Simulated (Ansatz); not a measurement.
`[OH][GeH2][Br]` + H₂ → `[GeH3][Br]` + H₂O  (hydrogenolysis of a Ge–O bond)

Calculated with Ansatz (gas phase, PBE0-D4/def2-TZVP geometries, no zero-point term in ΔE). CCSD(T)/CBS adds triple-zeta CCSD(T) − MP2 to the extrapolated MP2 energy (def2 sets, frozen cores). This one scheme is used for every species. DFT in def2-TZVPP. For Br, Ge outer-core shells are correlated without core-valence functions, which leaves a few kJ/mol of doubt a bond. Scalar relativity is left out up to krypton. Each species was taken in one conformer, which may not be the lowest.

| species | B97M-V energy (Eh) |
| --- | --- |
| `[OH][GeH2][Br]` | -4727.41363 |
| H₂ | -1.17250 |
| `[GeH3][Br]` | -4652.14521 |
| H₂O | -76.43622 |

(1) Work out ΔE.

Largest T1 diagnostic among the species: 0.010.

## Answers

(1) ΔE = (-4652.14521) + (-76.43622) − (-4727.41363) − (-1.17250) = 0.00470 Eh = +0.13 eV. CCSD(T)/CBS gives +0.11 eV.

The D4 term adds +0.05 eV with B3LYP and +0.03 eV with PBE0; it sums over pairs of atoms, weighted by their polarisabilities, and B3LYP, whose exchange is more repulsive, gets the larger term. Leaving LDA and LC-ωPBE aside and taking each functional with its dispersion term where it has one, the values, not all of them listed here, spread over 0.12 eV, from PBE0-D4 to BLYP-D4.

B3LYP here is the variant with VWN-RPA as its local correlation; programs differ in this.
